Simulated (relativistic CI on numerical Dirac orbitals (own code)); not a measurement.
**Ce2+: q coefficients and field-shift factors**

These numbers are calculated, not measured: Dirac-Coulomb-Breit CI, KLI orbitals optimised for each configuration, valence Slater integrals scaled by 0.85, P86 correlation energy added to each configuration, derivatives by finite differences, QED left out (own radial code, finite nucleus).

Configurations in the expansion (outside the closed core [Xe]): 4f2, 4f 6s, 5d2, 4f 6p, 5d 6s, 4f 6d, 6s2, 5d 6p. The list is cut by size and lacks configurations that can hold low levels.

With x = (α/α₀)² − 1 an excitation energy changes as ω = ω₀ + qx; K = 2q/ω₀ is the relative enhancement. Terms are leading LS components, so labels can repeat. The field-shift factor is F = δν/δ⟨r²⟩ for the transition from the lowest level.

Lowest level 4f2 3H_4.

```
      Level  ω₀ (cm⁻¹)  q (cm⁻¹)  F (GHz/fm²)
   4f2 3H_5     1463.3      1302       0.0831
   4f2 3H_6     2991.2      2507        0.175
   4f2 3F_2     3673.8     -1528        0.628
   4f2 1G_4     4539.0    -524.3        0.591
   4f2 3F_3     4610.6    -565.5        0.663
   4f2 3F_4     6504.0     971.8        0.736
   4f2 1D_2    12972.6     -4538         1.92
4f 6s 3F°_2    14773.7    -30740         15.5
4f 6s 3F°_3    15048.5    -30620         15.5
   4f2 3P_0    16305.8     -7171         2.52
   4f2 3P_1    16732.0     -6538         2.51
4f 6s 3F°_4    16924.3    -28910         15.6
4f 6s 1F°_3    17368.1    -28910         15.5
```

Correlation outside the listed configurations is missing or only estimated: errors of thousands of cm⁻¹ between configurations and terms are usual at this charge. Rates and lifetimes follow the computed energies and can be off by large factors. The fine structure of a lone outer electron comes out too small, for d and f at times inverted, and misplaced configurations move strength between like terms.

Problem. Which transition from the lowest level has the largest |K|?

Solution. 4f 6s 3F°_2 at 14773.7 cm⁻¹, K = -4.16.
